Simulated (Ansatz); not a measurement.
The cluster SiTe4. The state is a singlet with charge 0. Geometry r2SCAN-D4/def2-SVP, basis def2-TZVP, Ansatz.

```
atom    x (Å)    y (Å)    z (Å)
 Si1   0.3121   1.1621  -1.1959
 Te2  -0.1025  -1.5394  -0.8879
 Te3  -0.9722   1.7129   1.0978
 Te4   2.3234  -0.3928  -0.4527
 Te5  -1.5608  -0.9428   1.4388
```

```csv
run,HOMO (eV),LUMO (eV)
A,-5.64,-3.14
B,-4.96,-3.73
C,-7.57,-0.35
D,-4.76,-3.72
```

In the def2 sets Te takes a core potential; there is no spin–orbit coupling. Another isomer (singlet) lies 0.12 eV lower at PBE0-D4/def2-TZVP; other spin states weren't run for this one.

Problem. The runs used HF, PBE, PBE0, r2SCAN. Estimate which is which.

Solution. A PBE0 (25 % exact exchange); B r2SCAN (0 % exact exchange); C HF (100 % exact exchange); D PBE (0 % exact exchange). Exact exchange lowers occupied and raises empty levels; among semilocal functionals meta-GGAs tend to open the gap a little, and such runs are hard to tell apart. The gap grows from 1.05 eV (PBE) to 7.22 eV (HF).
